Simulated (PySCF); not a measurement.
## TeN⁻ at M06

Computed with M06; basis Te aug-cc-pVDZ-PP with ECP28, N aug-cc-pVDZ; scalar-relativistic core potentials; PySCF 2.14.

```json
{
 "state": "³Σ⁻ (triplet), unpaired electrons π ↑↑",
 "bond length": "1.976 Å",
 "harmonic wavenumber": "639 cm⁻¹",
 "force constant": "3.04 mdyn/Å",
 "rotational constant Be": "0.3415 cm⁻¹",
 "anharmonicity ωexe": "3.90 cm⁻¹",
 "vibration–rotation constant αe": "0.00264 cm⁻¹",
 "well depth De to Te⁻ + N": "258 kJ/mol",
 "dissociation energy D0": "254 kJ/mol",
 "bond order (Mayer)": "1.41",
 "dipole moment (positive dipole points towards N; it is taken about the centre of mass and depends on that origin)": "-3.21 D"
}
```

These are scalar-relativistic numbers at best; spin–orbit coupling would shift them, the dissociation energy most. For an ion De counts to the pair picked by the measured ionisation energies or electron affinities, which need not be the lowest pair at this level. The state was picked by a PBE0 search and need not be the measured ground state.
